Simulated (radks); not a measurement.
Q: All-electron atom: Au39+ in [Kr] 4d4. Calculated with a radial shooting solver on a logarithmic mesh with Libxc functionals: non-relativistic Kohn-Sham, LB94 model potential, spin-polarised, spherical densities, point nucleus; open shells are filled with parallel spins first (spin-orbit coupling, left out, can overturn this in heavy ions); relativity is left out, which matters for an element this heavy. Some entries of the table are withheld. Estimate them.

orbital,occ.,eigenvalue (eV),<r> (bohr)
1s down,1,-75016.71,0.01915
1s up,1,-75016.46,0.01915
2s up,1,-13994.26,0.08060
2s down,1,-13992.07,0.08059
2p up,3,-13529.07,0.06809
2p down,3,-13527.96,0.06807
3s down,1,-4576.969,0.2011
3s up,1,-4576.580,0.2011
3p up,3,-4360.274,0.1913
3p down,3,-4359.792,0.1914
3d up,5,(1),0.1668
3d down,5,(2),0.1670
4s up,1,-2095.237,0.4041
4s down,1,-2086.993,0.4039
4p up,3,-1999.599,0.4008
4p down,3,-1991.560,0.4005
4d up,4,-1828.940,0.3891
4d down,0,-1821.892,0.3884

A: 
(1) 3d up eigenvalue (eV): -3960.028
(2) 3d down eigenvalue (eV): -3957.464
